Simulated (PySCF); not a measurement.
Sb(Br)(TeH)2 (BrH2SbTe2), SMILES [Br][Sb]([TeH])[TeH]. Geometry optimised at PBE0-D3(BJ)/def2-SVP. The structure was generated by enumeration; whether it is a known compound was not checked. The def2 effective core potentials stand for the cores of Sb, Te; spin–orbit coupling is left out.

Problem. Give the equilibrium geometry at PBE0-D3(BJ)/def2-SVP (PySCF confirms it by a frequency run) as bond lengths and angles. (The exact figures need the calculation; the answer reports its results.)

Solution. 
Atoms: Sb1 Br2 Te3 H4 Te5 H6. Bonds (Å): Sb1–Br2 2.554, Sb1–Te3 2.769, Sb1–Te5 2.769, Te3–H4 1.668, Te5–H6 1.667. Bond angles (°): Br2–Sb1–Te3 99.7, Br2–Sb1–Te5 101.5, Te3–Sb1–Te5 89.8, Sb1–Te3–H4 90.6, Sb1–Te5–H6 90.0.
Charge 0, spin multiplicity 1.
